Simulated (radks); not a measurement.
The numbers below are computed, except where a source is named.
Coulomb parameter of the 3d shell of the manganese ion Mn+ in the model configuration [Ar] 3d4.5 4s1.5, as a second difference U = [E(n + 0.25) + E(n - 0.25) - 2 E(n)] / (0.25)^2 with all orbitals relaxed. "Bare": the charge of the atom changes with n. "Screened": the 4s shell takes up the change at fixed total charge, which measures U(3d,3d) + U(4s,4s) - 2 U(3d,4s). Level of theory: scalar-relativistic Kohn-Sham, PBE, spin-unpolarised, spherical densities, finite nucleus; Fermi nuclear charge, rms radius 3.7057 fm (a radial shooting solver on a logarithmic mesh with Libxc functionals).

| case | configuration | E - E(n) (eV) |
|---|---|---|
| start | [Ar] 3d4.5 4s1.5 | 0.000 |
| bare +0.25 | [Ar] 3d4.75 4s1.5 | -3.917 |
| bare -0.25 | [Ar] 3d4.25 4s1.5 | 4.820 |
| screened +0.25 | [Ar] 3d4.75 4s1.25 | -1.072 |
| screened -0.25 | [Ar] 3d4.25 4s1.75 | 1.299 |

U(bare) = 14.447 eV, U(screened by 4s) = 3.635 eV, against the Slater integral F0(3d,3d) = 22.315 eV with frozen orbitals.
